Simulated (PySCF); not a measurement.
Sn(Me)2(OMe)2, C4H12O2Sn, SMILES C[O][Sn]([CH3])([CH3])[O]C (GFN2-xTB optimised geometry):

```
19

C     -0.991     2.086     0.976
O     -1.289     1.133     0.000
Sn    -0.668    -0.814     0.000
C     -1.863    -2.024     1.397
C      1.552    -0.814     0.000
O     -1.353    -1.472    -1.764
C     -1.430    -0.742    -2.959
H     -1.423     3.029     0.633
H      0.086     2.228     1.109
H     -1.430     1.837     1.946
H     -1.397    -2.034     2.376
H     -1.924    -3.029     0.997
H     -2.855    -1.587     1.452
H      1.893     0.019    -0.608
H      1.892    -1.751    -0.428
H      1.924    -0.713     1.014
H     -2.065    -1.321    -3.632
H     -1.878     0.241    -2.812
H     -0.447    -0.619    -3.421
```

Level of theory: CAM-B3LYP/def2-SVP, def2 effective core potentials past Kr (PySCF 2.14.0).

What are the frontier orbital energies and the dipole moment?

HOMO-2 -8.81 eV, HOMO-1 -8.43 eV, HOMO -8.27 eV, LUMO 0.81 eV, LUMO+1 1.83 eV; dipole moment 2.74 D.
